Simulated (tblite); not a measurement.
A tight-binding relaxation on `CCn1ncc(C(C)C)n1`.

Computed with GFN2-xTB geometry optimisation, gas phase (tblite 0.8.0). Start geometry: from a force field or distance geometry. The input is one job of a driver script: a line of settings, then coordinates in Å.

Command:
```bash
OMP_NUM_THREADS=1 python probes_run.py task.json out
```

Input:
```
{"job": {"kind": "relax", "xc": "GFN2-xTB", "basis": "xTB"}, "charge": 0, "multiplicity": 1}
C      3.652200    -0.677400     0.260400
C      2.911400     0.434700    -0.492500
N      1.533700     0.519700    -0.089300
N      1.136500     1.321800     0.919100
C     -0.180500     1.090300     0.954700
C     -0.538100     0.172700    -0.065200
C     -1.874700    -0.375600    -0.429100
C     -2.829000     0.729200    -0.871100
C     -2.479100    -1.183800     0.728000
N      0.568800    -0.190500    -0.724400
H      3.181700    -1.651500     0.065200
H      3.615100    -0.507500     1.344600
H      4.685400    -0.718900    -0.043800
H      3.386600     1.400900    -0.288700
H      2.943900     0.263400    -1.561600
H     -0.806000     1.594200     1.686300
H     -1.749100    -1.064300    -1.268700
H     -3.792900     0.293700    -1.197900
H     -3.039400     1.440000    -0.062000
H     -2.411700     1.289000    -1.711200
H     -3.439200    -1.624600     0.430200
H     -1.814100    -1.986600     1.039300
H     -2.666200    -0.541700     1.615500
```

Output:
```
step      E/eV     max force
  0    -826.69883    2.766
  1    -826.85337    0.673
  2    -826.86923    0.222
  3    -826.87189    0.122
  4    -826.87450    0.097
  5    -826.87610    0.112
  6    -826.87790    0.098
  7    -826.87905    0.069
  8    -826.87976    0.054
  9    -826.88022    0.046
... (19 lines left out)
 29    -826.88363    0.022
 30    -826.88369    0.019
 31    -826.88373    0.016
 32    -826.88376    0.014
 33    -826.88379    0.017
 34    -826.88382    0.015
 35    -826.88385    0.013
 36    -826.88388    0.013
 37    -826.88390    0.011
 38    -826.88392    0.010
```

«max force» is the largest atomic force in eV/Å.

**Question.** From which step on does the largest force stay under 0.1 eV/Å, and how much energy is left to gain from there?

**Answer.** From step 6 (0.098 eV/Å), 6.0 meV above the end.

Main results: energy lowered by 4.3 kcal/mol over 38 steps; largest atomic force 0.010 eV/Å at the end.

**Question.** Where do the atoms end?

**Answer.** 0.038 Å rms from the input after alignment:
```
atom  x, y, z in Å
C1     3.6090   -0.6730    0.2703
C2     2.9033    0.4445   -0.4927
N3     1.5230    0.5346   -0.1133
N4     1.1118    1.2782    0.8843
C5    -0.1940    1.0669    0.9443
C6    -0.5393    0.1585   -0.0669
C7    -1.8732   -0.3980   -0.4356
C8    -2.8105    0.7313   -0.8678
C9    -2.4663   -1.1786    0.7387
N10    0.5799   -0.1536   -0.7119
H11    3.1322   -1.6274    0.0617
H12    3.5637   -0.4836    1.3399
H13    4.6506   -0.7280   -0.0329
H14    3.3660    1.4086   -0.2716
H15    2.9357    0.2515   -1.5670
H16   -0.8053    1.5568    1.6732
H17   -1.7202   -1.0792   -1.2787
H18   -3.7703    0.3260   -1.1799
H19   -2.9780    1.4220   -0.0442
H20   -2.3809    1.2852   -1.6997
H21   -3.4209   -1.6157    0.4546
H22   -1.7948   -1.9789    1.0424
H23   -2.6262   -0.5213    1.5907
```

The run took 0.31 s of wall time on one thread of an Arm Neoverse V1, no GPU (shared host).
Labels such as C1 count atoms from 1, the log's own numbers from 0.
